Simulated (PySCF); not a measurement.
**NMR data sheet: C₂H₅F₃OSi**

* Formula: C2H5F3OSi
* SMILES: FC(F)O[C@@H](F)[SiH3]
* Point group of the computed structure: C1
* Degrees of unsaturation: 0
* Carbon signals: 2
* Proton signals: 3

Atoms are numbered as in `[F:1][CH:2]([F:3])[O:4][C@@H:5]([F:6])[SiH3:7]`; H(Xn) means a hydrogen on atom n.

PySCF 2.14.0 with density-fitted response routines calculation with PBE0/pcSseg-1 with gauge-including orbitals and coordinates at the GFN2-xTB level; no relativistic terms, no solvent model, averaged over atoms made equivalent by symmetry, fast rotation or ring inversion, one computed conformer.

Scale: 1H, 13C, 29Si vs TMS; 19F against CFCl3; 17O vs H2O (reference shieldings calculated alike).

| carbon | δC, type | δH (multiplicity) | HMBC from (2–3 bonds) | span of the C tensor (ppm) |
| --- | --- | --- | --- | --- |
| C2 | 122.2, CH | 6.79 (m) | H(C5) | 35 |
| C5 | 111.6, CH | 6.27 (m) | H(C2), H(Si7) | 61 |

Other nuclei:
```
 atoms  nucleus                        environment  δ (ppm)  σ (ppm)
H(Si7)       1H  hydrogen on a silicon bonded to C     4.01    27.71
    F1      19F            fluorine of a CF2 group   -110.1    281.0
    F3      19F            fluorine of a CF2 group   -111.6    282.5
    F6      19F          fluorine on an sp3 carbon   -184.6    355.5
   Si7     29Si           silicon bonded to C, 3 H    -68.0    417.2
    O4      17O                       ether oxygen    157.5    178.6
```

Carbon types of the structure: 2 × CH, leaving 3 H on heteroatoms. δC 122.2: sp3 CH bonded to 2 F and O; 3 electronegative neighbours deshield it. δC 111.6: sp3 CH bonded to F and O and Si; 2 electronegative neighbours deshield it. δH 6.79: hydrogen on an sp3 CH bonded to 2 F and O; its carbon carries F and O, hence the downfield position. δH 6.27: hydrogen on an sp3 CH bonded to F and O and Si; its carbon carries F and O, hence the downfield position. δH 4.01: hydrogen on a silicon bonded to C.

Splittings by 19F in the carbon and heteronuclear signals aren't shown, as no couplings were computed. Shifts are as computed. Against solution values, carbons near 30 ppm lie about +3 ppm off and those near 130 ppm about +5 ppm. Of 1309 compounds with measured shifts, 239 miss one by over three times the rms of a fit or turn the order of signals round; such compounds aren't used in these exercises. Unscaled 19F shifts against computed CFCl3 carry errors that often reach 10 to 50 ppm. Experimental scales use liquid or dissolved standards, which lie at an offset from isolated H2O (liquid H2O: subtract about 36 ppm). No couplings were computed; multiplicities are counted from neighbouring protons, with m where these are inequivalent, close in shift, in a saturated or five-membered ring or joined by F or P, and br s for small geminal =CH2 splittings.
